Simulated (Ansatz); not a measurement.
Diatomic GaF, closed-shell singlet (the spin of the measured ground state). No spin–orbit coupling. Ga is treated without relativity.

D_e counts from the fitted minimum to each atom's lowest state at the same level, without counterpoise. The singlet is restricted.

Correlated levels freeze the inner cores; with def2 sets outer-core shells near the valence are correlated too. CBS(a, b) extrapolates the correlation energy as X⁻³ and adds the Hartree–Fock energy of set b.

Codes used: Ansatz (Gaussian basis) for Hartree–Fock, density functionals and correlated methods. Values without a source in brackets are computed.

```csv
level,bond energy D_e (kJ/mol)
SVWN5/def2-TZVPP,…
PBE/def2-TZVPP,607.0
B3LYP/def2-TZVPP,581.9
PBE0/def2-TZVPP,573.3
CAM-B3LYP/def2-TZVPP,591.1
wB97X-V/def2-TZVPP,591.8
B2PLYP/def2-TZVPP,587.4
CCSD/def2-QZVPP,576.2
"CCSD(T)/CBS(def2-TZVPP, def2-QZVPP)",601.3
```

Problem. Complete the blanks.

Solution. 
- SVWN5/def2-TZVPP, bond energy D_e (kJ/mol): 692.0

Ansatz is a first-principles code.
